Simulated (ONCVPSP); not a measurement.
u(r) = r·R(r): atom against pseudo-atom (lithium)

Columns: radius, all-electron u(r) and pseudo u(r) of the 2s shell (level -2.87 eV) of lithium in the configuration [He] 2s1; PBE, scalar-relativistic, ONCV scheme, ONCVPSP 4.0.1.

```
r (bohr)  all-electron  pseudo
   0.132       -0.1435  0.0144
   0.265       -0.1875  0.0299
   0.398       -0.1761  0.0472
   0.530       -0.1356  0.0668
   0.663       -0.0800  0.0895
   0.795       -0.0185  0.1151
   0.928        0.0446  0.1439
   1.060        0.1054  0.1753
   1.193        0.1632  0.2090
   1.325        0.2161  0.2438
   1.458        0.2644  0.2794
   1.590        0.3072  0.3143
   1.723        0.3453  0.3482
   1.855        0.3789  0.3799
   1.988        0.4090  0.4091
   2.120        0.4351  0.4349
   2.252        0.4573  0.4572
   2.385        0.4759  0.4759
   2.518        0.4908  0.4908
   2.650        0.5023  0.5023
   2.782        0.5106  0.5106
   2.915        0.5161  0.5161
   3.048        0.5189  0.5189
   3.180        0.5192  0.5192
   3.312        0.5174  0.5174
   3.445        0.5135  0.5135
```

How many radial nodes do the two functions have?

The all-electron 2s function has n − l − 1 = 1; the pseudo-wave has 0, since the states of the same l below it are removed with the core.

At about which radius was the pseudo-wave matched?

2.45 bohr. The columns agree to 0.0005 from 1.99 bohr on; several derivatives are matched, so the curves merge somewhat inside the radius.

Is the pseudo-wave norm-conserving?

Yes: the ONCV scheme keeps the norm inside the radius equal to the all-electron one, which fixes the energy derivative of the logarithmic derivative at the level.
